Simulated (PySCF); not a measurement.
C2H3Cl2FSi, SMILES Cl[Si@H](F)C(=C)Cl.

Geometry optimised at B3LYP-D3(BJ)/def2-SVP. The structure was generated by enumeration; whether it is a known compound was not checked. Other conformers were not sampled.

These are PBE/def2-TZVP (PySCF) values and carry that method's errors.

Isolated molecule, no solvent.

Estimate the frontier levels, gap, dipole moment and polarisability. (An estimate is asked for; the answer gives what the named calculation found.)


- highest occupied level: -6.88 eV
- lowest empty level: -2.28 eV
- orbital gap: 4.60 eV
- dipole moment: 1.33 D
- quadrupole, principal values (traceless, Buckingham form, about the centre of nuclear charge): -5.21, -1.09, 6.29 D·Å
- mean static polarisability: 72.5 bohr³ (10.75 Å³)
- polarisability, principal values: 57.4, 74.9, 85.3 bohr³
